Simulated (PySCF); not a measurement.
PySCF 2.14 output of an unrestricted PBE0 calculation on a single atom or ion in dyall-av3z, with scalar relativity by spin-free X2C-1e:

```
SCF conv_tol = 1e-09
number electrons alpha = 8  beta = 5
    C. Adamo and V. Barone.,  J. Chem. Phys. 110, 6158 (1999)
    M. Ernzerhof and G. E. Scuseria.,  J. Chem. Phys. 110, 5029 (1999)
cycle= 1 E= -340.104616464015  delta_E= -0.00589  |g|= 0.0113  |ddm|= 0.0974
cycle= 2 E= -340.104638760653  delta_E= -2.23e-05  |g|= 0.00259  |ddm|= 0.00779
cycle= 3 E= -340.104639649821  delta_E= -8.89e-07  |g|= 0.000614  |ddm|= 0.00139
cycle= 4 E= -340.104639713882  delta_E= -6.41e-08  |g|= 3.96e-05  |ddm|= 0.000399
cycle= 5 E= -340.10463971607  delta_E= -2.19e-09  |g|= 2.05e-06  |ddm|= 0.000114
cycle= 6 E= -340.104639716072  delta_E= -1.99e-12  |g|= 1.75e-07  |ddm|= 2.77e-06
converged SCF energy = -340.104639716072  <S^2> = 3.7500249  2S+1 = 4.0000125
```

The run itself started from symmetry-adapted Hartree-Fock orbitals and held the occupation by maximum overlap, on a logarithmic radial grid, so the iterations belong to that start.

Problem. Which element, charge and spin multiplicity is this?

Solution. P²⁺ (phosphorus, charge +2), multiplicity 4; the state was [Ne] 3s1 3p1 3d1, one real determinant (an excited configuration).

⟨L²⟩ = 8.00 against 12 for a pure F term, so this real determinant mixes terms. The outer electron is Rydberg-like, and this basis confines it to a smaller radius and binds it less than a complete one would.
